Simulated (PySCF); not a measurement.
thiourea cation (CH₄N₂S), SMILES NC(N)=S (connectivity only; charge and spin as stated), charge +1, multiplicity 2. Atoms are numbered in the order given.

```xyz
8

N      0.0000     1.1667    -1.0279
C      0.0000     0.0000    -0.3814
N      0.0000    -1.1667    -1.0279
S      0.0000     0.0000     1.3643
H      0.0000     1.2173    -2.0514
H      0.0000     2.0567    -0.5236
H      0.0000    -1.2173    -2.0514
H      0.0000    -2.0567    -0.5236
```
Charge +1, spin multiplicity 2.

Geometry: PBE-D3(BJ)/def2-SVP. The geometry has at least one imaginary mode, so it is a saddle point at that level. The multiplicity is an assumed one; other spin states were not compared. One conformer was computed; it need not be the lowest.

Method: PySCF with PBE-D3(BJ)/def2-SVP.

Frequencies are harmonic and unscaled.

```json
[
 {"mode": "1", "ν (cm⁻¹)": "1746i", "IR (km/mol)": "0.0", "moving atoms (share of kinetic energy)": "H 100 %"},
 {"mode": "2", "ν (cm⁻¹)": "342", "IR (km/mol)": "2.3", "moving atoms (share of kinetic energy)": "N 46 %, S 22 %, H 18 %, C 15 %"},
 {"mode": "3", "ν (cm⁻¹)": "396", "IR (km/mol)": "125.5", "moving atoms (share of kinetic energy)": "H 85 %, C 11 %"},
 {"mode": "4", "ν (cm⁻¹)": "435", "IR (km/mol)": "0.9", "moving atoms (share of kinetic energy)": "N 40 %, S 30 %, H 29 %"},
 {"mode": "5", "ν (cm⁻¹)": "437", "IR (km/mol)": "0.0", "moving atoms (share of kinetic energy)": "H 77 %, N 23 %"},
 {"mode": "6", "ν (cm⁻¹)": "510", "IR (km/mol)": "306.5", "moving atoms (share of kinetic energy)": "H 77 %, N 15 %"},
 {"mode": "7", "ν (cm⁻¹)": "647", "IR (km/mol)": "0.8", "moving atoms (share of kinetic energy)": "C 64 %, H 23 %, N 12 %"},
 {"mode": "8", "ν (cm⁻¹)": "690", "IR (km/mol)": "8.3", "moving atoms (share of kinetic energy)": "S 27 %, H 25 %, N 25 %, C 23 %"},
 {"mode": "9", "ν (cm⁻¹)": "1001", "IR (km/mol)": "0.0", "moving atoms (share of kinetic energy)": "H 80 %, N 20 %"},
 {"mode": "10", "ν (cm⁻¹)": "1062", "IR (km/mol)": "0.2", "moving atoms (share of kinetic energy)": "N 50 %, H 48 %"},
 {"mode": "11", "ν (cm⁻¹)": "1400", "IR (km/mol)": "102.2", "moving atoms (share of kinetic energy)": "C 56 %, H 27 %, N 16 %"},
 {"mode": "12", "ν (cm⁻¹)": "1505", "IR (km/mol)": "6.6", "moving atoms (share of kinetic energy)": "H 80 %, C 20 %"},
 {"mode": "13", "ν (cm⁻¹)": "1589", "IR (km/mol)": "80.8", "moving atoms (share of kinetic energy)": "H 79 %, N 18 %"},
 {"mode": "14", "ν (cm⁻¹)": "1646", "IR (km/mol)": "384.8", "moving atoms (share of kinetic energy)": "C 48 %, N 36 %, H 16 %"},
 {"mode": "15", "ν (cm⁻¹)": "3467", "IR (km/mol)": "268.9", "moving atoms (share of kinetic energy)": "H 96 %"},
 {"mode": "16", "ν (cm⁻¹)": "3478", "IR (km/mol)": "128.8", "moving atoms (share of kinetic energy)": "H 96 %"},
 {"mode": "17", "ν (cm⁻¹)": "3588", "IR (km/mol)": "105.4", "moving atoms (share of kinetic energy)": "H 91 %, N 9 %"},
 {"mode": "18", "ν (cm⁻¹)": "3589", "IR (km/mol)": "167.1", "moving atoms (share of kinetic energy)": "H 90 %, N 10 %"}
]
```
